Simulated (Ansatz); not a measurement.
CH₄BISi, SMILES `IB1C[SiH2]1` at its PBE0-D4/def2-TZVP geometry, where that method's forces vanish. Total charge 0; spin multiplicity 1. I: def2 effective core potential.

```csv
atom,x (Å),y (Å),z (Å)
I1,-1.4617,0.6106,2.6423
B2,-0.5348,0.5199,0.7677
C3,0.8662,0.2111,0.3077
Si4,-0.5486,-0.3874,-0.9234
H5,1.3188,0.8831,-0.4284
H6,1.6209,-0.2762,0.9204
H7,-0.2836,0.2407,-2.2364
H8,-0.9770,-1.8018,-1.0499
```

(1) For each bond, give half the difference of the two atoms' forces along it (eV/Å; positive pushes the atoms apart) under PBE-D4, r2SCAN-D4, B3LYP-D4, ωB97M-V in def2-TZVPP. (Best estimate.)

Answers

(1) Ansatz gave: 
| bond | length (Å) | PBE-D4 | r2SCAN-D4 | B3LYP-D4 | ωB97M-V |
| --- | --- | --- | --- | --- | --- |
| I1–B2 | 2.093 | 0.04 | 0.07 | 0.22 | 0.06 |
| B2–C3 | 1.507 | 0.05 | 0.00 | -0.04 | -0.01 |
| B2–Si4 | 1.919 | 0.09 | 0.03 | 0.02 | 0.01 |
| C3–Si4 | 1.969 | 0.14 | 0.07 | 0.19 | 0.07 |
| C3–H5 | 1.095 | 0.11 | -0.04 | -0.09 | -0.04 |
| C3–H6 | 1.087 | 0.09 | 0.00 | -0.07 | -0.08 |
| Si4–H7 | 1.479 | 0.07 | -0.04 | -0.10 | -0.14 |
| Si4–H8 | 1.483 | 0.04 | -0.03 | -0.11 | -0.11 |

B3LYP here is the variant with VWN-RPA as its local correlation; programs differ in this.
